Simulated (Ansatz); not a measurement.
Consider the atomization: `OC([SiH3])[AsH2]` → As• + C• + 7 H• + O• + Si•.

Gas-phase electronic energies from Ansatz, PBE0-D4/def2-TZVP geometries. CCSD(T)/CBS is the MP2 limit (def2-TZVPP, def2-QZVPP) plus CCSD(T) − MP2 in def2-TZVPP, frozen cores. This one scheme is used for every species, atoms too. DFT in def2-TZVPP. B3LYP here is the variant with VWN-RPA as its local correlation; programs differ in this. No spin–orbit coupling; open shells (•) take unrestricted orbitals. Spin–orbit coupling would lower the free atoms: a little for C, O, Si. Bonds to As are less sure, by a few kJ/mol each and by 10 to 20 or more in all where they break to atoms, as the def2 sets lack core-valence functions. Scalar relativity is left out up to krypton. Each species was taken in one conformer, which may not be the lowest.

`OC([SiH3])[AsH2]`:

Cartesian coordinates in Å:
```
O 0.802 -1.383 0.966
C 0.648 -0.287 0.084
Si -0.973 -0.505 -0.854
As 0.720 1.437 1.097
H 1.636 -1.295 1.438
H 1.475 -0.226 -0.638
H -2.104 -0.489 0.108
H -1.110 0.628 -1.806
H -0.985 -1.785 -1.612
H -0.777 1.570 1.347
H 0.669 2.335 -0.131
```

(1) What is ΔE at CCSD(T)/CBS? (Estimate.)

(2) What do these levels give: PBE0-D4, B3LYP-D4, r2SCAN, MP2/def2-TZVPP, CCSD(T)/def2-TZVPP, HF/def2-QZVPP? (Estimate.)

Largest T1 diagnostic among the species: 0.012.

Results:

(1) Ansatz gave: +35.60 eV.

(2) Ansatz gave: PBE0-D4 35.26, B3LYP-D4 35.61, r2SCAN 35.46, MP2/def2-TZVPP 34.64, CCSD(T)/def2-TZVPP 34.62, HF/def2-QZVPP 24.87 eV.

In def2-TZVPP, CCSD(T) changes the Hartree–Fock value by +9.80 eV (the triples alone add +0.51 eV) and MP2 by +9.82 eV; breaking electron pairs costs correlation energy, which Hartree–Fock lacks. From PBE to PBE0 (25 % exact exchange), in def2-TZVPP and without D4, ΔE moves by −0.57 eV: exact exchange takes away binding that semilocal exchange gives to molecules.

For atomizations the MP2-based limit and the directly extrapolated one differ by several kJ/mol either way, and by 10 to 25 for some Ge, Se and Sn compounds, so smaller differences from it don't rank the levels.
